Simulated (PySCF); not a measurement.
Give a PBE0-D3(BJ)/def2-SVP geometry of `[O]=[W](=[O])([OH])[OH]` (WO2(OH)2). (Singlet state.)

```
atom  x, y, z in Å
W1     0.2018    0.0603    0.2329
O2    -0.2649    0.5158    1.8066
O3     1.9041    0.1215    0.1726
O4    -0.5130    1.2777   -1.0095
H5    -0.9879    2.1034   -0.8703
O6    -0.3832   -1.6963   -0.1034
H7     0.1350   -2.4844   -0.2974
```

Orientation and origin are arbitrary. Atoms count from 1 in this order. The 4 O–W bonds span 1.703 Å (W1–O2) to 1.882 Å (W1–O6), a spread of 0.179 Å. O4 (oxygen bonded to W and H) is bent (angle 130.3°). W1 (tungsten bonded to 4 O) is tetrahedral (angles from 107.3° to 111.6°).

Bonds between heavy atoms (Å): W1–O2 1.703, W1–O3 1.704, W1–O4 1.881, W1–O6 1.882.

Theory: PBE0-D3(BJ)/def2-SVP geometry optimisation, gas phase, def2 core potentials past Kr (PySCF 2.14.0).

Not checked by PBE0-D3(BJ)/def2-SVP frequencies. Torsions: O2–W1–O4–H 7°, O2–W1–O6–H -118°.
